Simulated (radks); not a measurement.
The numbers below are computed, except where a source is named.
All-electron atom: B2+ in [He] 3s1 (not the ground configuration). Level of theory: Dirac Kohn-Sham, RPBE, spin-unpolarised, spherical densities, point nucleus (a radial shooting solver on a logarithmic mesh with Libxc functionals).

X-ray form factor f0, the Fourier transform of the density (f0(0) = 3):

| sin(theta)/lambda (1/angstrom) | f0 (electrons) |
|---|---|
| 0.05 | 2.724 |
| 0.1 | 2.229 |
| 0.15 | 1.951 |
| 0.2 | 1.902 |
| 0.25 | 1.909 |
| 0.3 | 1.878 |
| 0.4 | 1.725 |
| 0.5 | 1.562 |
| 0.6 | 1.411 |
| 0.8 | 1.128 |
| 1 | 0.877 |
| 1.25 | 0.626 |
| 1.5 | 0.444 |
| 2 | 0.228 |
